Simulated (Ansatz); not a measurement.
## Scan of the H6–C1–H7 angle

CH₃FMgS (SMILES C[S][Mg][F]), closed shell, at its PBE0-D4/def2-TZVP minimum:

C1  (-0.518, 1.063, -0.201)
S2  (0.437, 0.356, 1.188)
Mg3  (0.928, -1.751, 0.484)
F4  (1.307, -3.373, -0.059)
H5  (-1.442, 0.514, -0.382)
H6  (-0.780, 2.081, 0.087)
H7  (0.068, 1.110, -1.118)
(Å)

The angle H6–C1–H7 (108.1° at the minimum) is set to the values below, H6, with anything bonded beyond it, turning rigidly in the plane of the angle. Each method's energies count from its own value at the PBE0-D4 minimum structure. Ansatz 0.2.0; basis: def2-TZVPP; cores frozen in the correlated methods. The outer core shell of Li, Na, Mg and K is correlated. The def2 sets are not built for correlating such inner shells, so the correlated values are less sure here.

CCSD(T) energies along the scan:
```
angle (°)  CCSD(T) (eV)
     90.1         0.265
     94.6         0.148
     99.1         0.066
    103.6         0.016
    108.1         0.000
    112.6         0.017
    117.1         0.067
    121.6         0.150
    126.1         0.266
```
They count from the CCSD(T) energy at the PBE0-D4 minimum.

Minimum and curvature along this coordinate at CCSD(T): A fifth-order fit through the nearest points gives 108.0°, with a curvature of about 1.6 meV/deg².

Largest difference from the CCSD(T) curve over the scan: PBE-D4 0.021; r2SCAN-D4 0.006; PBE0-D4 0.009; HF 0.042 eV. Each curve counts from its own value at the minimum.

The T1 diagnostic stays at or below 0.011.

For scale, one of the runs: CCSD(T)/def2-TZVPP, 178 basis functions (an equivalent command: `ansatz run in.yaml --threads 4`). Hardware: 4 CPU threads, shared host. Wall time 46 s; peak host memory 1.8 GiB.
